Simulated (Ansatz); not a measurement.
Consider the formal hydrolysis of a W–N bond: `C[N]=[W](=[O])([N](C)C)[N](C)C` + H₂O → `C[N]=[W](=[O])([OH])[N](C)C` + `CNC`.

Gas-phase electronic energies from Ansatz, PBE0-D4/def2-TZVP geometries. CBS: MP2 limit from def2 TZ/QZ plus the TZ coupled-cluster correction, frozen cores. This one scheme is used for every species. DFT in def2-TZVPP. HSE06 is defined as in plane-wave codes. def2 core potentials past Kr. For W outer-core shells are correlated without core-valence functions, which leaves a few kJ/mol of doubt a bond. Each species was taken in one conformer, which may not be the lowest.

```csv
level,ΔE (kcal/mol)
LDA (SPW92),-5.0
PBE-D4,-5.0
revPBE-D4,-4.2
BLYP,-10.0
PBE0,-7.7
HSE06,-7.6
HF/def2-TZVPP,-11.9
CCSD/CBS(def2),-4.9
```

Q: What does CCSD(T)/CBS give? (An estimate is asked.)

A: Computed: -3.4 kcal/mol. The listed levels differ from it by -1.6, -1.6, -0.8, -6.6, -4.3, -4.2, -8.5, -1.5 kcal/mol.

Largest T1 diagnostic among the species: 0.019.

In def2-TZVPP, CCSD(T) changes the Hartree–Fock value by +8.9 kcal/mol (the triples alone add +1.6 kcal/mol) and MP2 by +11.0 kcal/mol. The D4 term adds +4.2 kcal/mol with B3LYP and +2.5 kcal/mol with PBE0; it sums over pairs of atoms, weighted by their polarisabilities, and B3LYP, whose exchange is more repulsive, gets the larger term. Leaving LDA and LC-ωPBE aside and taking each functional with its dispersion term where it has one, the values, not all of them listed here, spread over 3.0 kcal/mol, from B97M-V to revPBE-D4. LDA lies +2.7 kcal/mol from PBE without D4.

B3LYP here is the variant with VWN-RPA as its local correlation; programs differ in this.
